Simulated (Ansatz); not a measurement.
Consider the ligand exchange at the Si–O bond: `[OH][Al]([F])[O][SiH3]` + `O[Si](Cl)(Cl)Cl` → `[SiH3]O[Si](Cl)(Cl)Cl` + `[OH][Al]([OH])[F]`.

Computed with Ansatz on PBE0-D4/def2-TZVP structures; ΔE is electronic, products minus reactants. CCSD(T)/CBS adds triple-zeta CCSD(T) − MP2 to the extrapolated MP2 energy (def2 sets, frozen cores). DFT in def2-TZVPP. B3LYP here is the variant with VWN-RPA as its local correlation; programs differ in this. Each species was taken in one conformer, which may not be the lowest.

`[OH][Al]([F])[O][SiH3]`:

Z-matrix (Å, degrees):
```
Si
O 1 1.627
H 1 1.486 2 110.0
H 1 1.486 2 109.4 3 119.7
H 1 1.486 2 110.3 3 -120.5
Al 2 1.669 1 167.2 3 71.7
F 6 1.638 2 119.8 1 -1.3
O 6 1.679 2 123.0 1 178.7
H 8 0.955 6 123.0 2 -0.0
```

`O[Si](Cl)(Cl)Cl`:

```xyz
6

O     0.030    1.225   -0.566
Si   -0.165   -0.228    0.115
Cl    0.581   -1.702   -1.067
Cl    0.780   -0.334    1.910
Cl   -2.149   -0.486    0.365
H     0.922    1.524   -0.757
```

`[SiH3]O[Si](Cl)(Cl)Cl`:

Cartesian coordinates in Å:
```
Si -1.373 -0.028 -0.892
O 0.189 -0.215 -0.394
Si 1.300 -0.018 0.739
Cl 1.514 1.951 1.176
Cl 3.060 -0.750 0.066
Cl 0.763 -1.005 2.427
H -1.467 -0.585 -2.260
H -1.716 1.414 -0.893
H -2.270 -0.765 0.031
```

`[OH][Al]([OH])[F]`:

```xyz
6

O     0.824   -1.268    0.539
Al   -0.034    0.000   -0.153
O    -0.517    1.272    0.832
F    -0.394   -0.005   -1.760
H     1.129   -2.022    0.038
H    -1.007    2.024    0.505
```

| level | ΔE (kJ/mol) | difference from CCSD(T)/CBS |
| --- | --- | --- |
| PBE-D4 | 1.4 | -0.1 |
| r2SCAN-D4 | 3.8 | 2.3 |
| PBE0-D4 | 2.2 | 0.7 |
| B3LYP-D4 | -0.2 | -1.7 |
| ωB97X-V | 2.2 | 0.7 |
| ωB97M-V | 2.2 | 0.7 |
| B2PLYP | 3.6 | 2.1 |
| PBE | 4.6 | 3.1 |
| r2SCAN | 4.9 | 3.4 |
| PBE0 | 5.3 | 3.8 |
| B3LYP | 5.0 | 3.5 |
| HF/def2-TZVPP | 6.9 | 5.4 |
| MP2/def2-TZVPP | 1.1 | -0.4 |
| SCS-MP2/def2-TZVPP | 2.0 | 0.5 |
| CCSD/def2-TZVPP | 3.0 | 1.5 |
| CCSD(T)/def2-TZVPP | 2.3 | 0.8 |
| HF/def2-QZVPP | 6.8 | 5.3 |
| MP2/def2-QZVPP | 0.6 | -0.9 |
| SCS-MP2/def2-QZVPP | 1.6 | 0.1 |
| HF/CBS(def2) | 6.8 | 5.3 |
| MP2/CBS(def2) | 0.2 | -1.3 |
| CCSD/CBS(def2) | 2.1 | 0.6 |
| CCSD(T)/CBS | 1.5 | 0 |

Largest T1 diagnostic among the species: 0.012.

In def2-TZVPP, CCSD(T) changes the Hartree–Fock value by −4.6 kJ/mol (the triples alone add −0.6 kJ/mol) and MP2 by −5.8 kJ/mol. The D4 term adds −5.2 kJ/mol with B3LYP and −3.2 kJ/mol with PBE0; it sums over pairs of atoms, weighted by their polarisabilities, and B3LYP, whose exchange is more repulsive, gets the larger term.
